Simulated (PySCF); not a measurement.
[Cr(OH)6]3- holds Cr(III), d3, at total charge -3. The structure is a PBE0-D3(BJ)/def2-SVP, IEF-PCM water geometry optimised for multiplicity 4; coordination octahedral, point group S6, metal–donor distances 2.02 Å.

Method (PySCF 2.14, density fitting): CASSCF(3,5) with orbitals averaged over all microstates of the shell, strongly contracted NEVPT2 on the averaged canonical orbitals; basis x2c-TZVPall on the metal, x2c-SVPall elsewhere; spin-free X2C; IEF-PCM water; spin-orbit coupling by state interaction with the mean-field operator over all roots.

CASSCF energies above the lowest CASSCF root:

```json
{"state": "4Ag (from 4A2g)", "CASSCF / cm⁻¹": "0"}
{"state": "4Eg (from 4T2g)", "CASSCF / cm⁻¹": "15289"}
{"state": "4Ag (from 4T2g)", "CASSCF / cm⁻¹": "15407"}
{"state": "2Eg", "CASSCF / cm⁻¹": "19053"}
{"state": "2Eg (from 2T1g)", "CASSCF / cm⁻¹": "19903"}
{"state": "2Ag (from 2T1g)", "CASSCF / cm⁻¹": "20406"}
{"state": "4Ag (from 4T1g)", "CASSCF / cm⁻¹": "22758"}
{"state": "4Eg (from 4T1g)", "CASSCF / cm⁻¹": "24358"}
{"state": "2Ag (from 2T2g)", "CASSCF / cm⁻¹": "26770"}
{"state": "2Eg (from 2T2g)", "CASSCF / cm⁻¹": "27788"}
{"state": "2Ag (from 2A1g)", "CASSCF / cm⁻¹": "31147"}
{"state": "2Eg (from 2T2g)", "CASSCF / cm⁻¹": "33646"}
{"state": "2Ag (from 2T2g)", "CASSCF / cm⁻¹": "34123"}
{"state": "2Ag (from 2T1g)", "CASSCF / cm⁻¹": "34798"}
{"state": "2Eg (from 2T1g)", "CASSCF / cm⁻¹": "35095"}
{"state": "4Eg (from 4T1g)", "CASSCF / cm⁻¹": "36924"}
{"state": "2Eg", "CASSCF / cm⁻¹": "37284"}
{"state": "4Ag (from 4T1g)", "CASSCF / cm⁻¹": "38995"}
{"state": "2Ag (from 2T1g)", "CASSCF / cm⁻¹": "40406"}
{"state": "2Eg (from 2T1g)", "CASSCF / cm⁻¹": "41060"}
{"state": "2Eg (from 2T2g)", "CASSCF / cm⁻¹": "47888"}
{"state": "2Ag (from 2T2g)", "CASSCF / cm⁻¹": "48354"}
```

Question: How does dynamic correlation (SC-NEVPT2) move these states?

Answer: 
```
          state  NEVPT2 / cm⁻¹  shift / cm⁻¹
4Ag (from 4A2g)              0             0
4Eg (from 4T2g)          18458         +3169
4Ag (from 4T2g)          18580         +3173
            2Eg          17305         -1749
2Eg (from 2T1g)          18173         -1730
2Ag (from 2T1g)          18671         -1735
4Ag (from 4T1g)          25787         +3028
4Eg (from 4T1g)          27480         +3122
2Ag (from 2T2g)          24773         -1996
2Eg (from 2T2g)          26000         -1787
2Ag (from 2A1g)          32718         +1571
2Eg (from 2T2g)          35148         +1502
2Ag (from 2T2g)          35632         +1509
2Ag (from 2T1g)          36031         +1233
2Eg (from 2T1g)          36367         +1272
4Eg (from 4T1g)          39882         +2958
            2Eg          37779          +495
4Ag (from 4T1g)          42057         +3062
2Ag (from 2T1g)          41274          +867
2Eg (from 2T1g)          41908          +848
2Eg (from 2T2g)          48363          +475
2Ag (from 2T2g)          49148          +794
```

NEVPT2 lifts 4Eg (from 4T2g) from 15289 to 18458 cm⁻¹; on the d shell alone it tends to overshoot states that fill the eg-type orbitals. NEVPT2 on the d shell alone tends to put d–d bands too high for such charged or covalently bound ions.
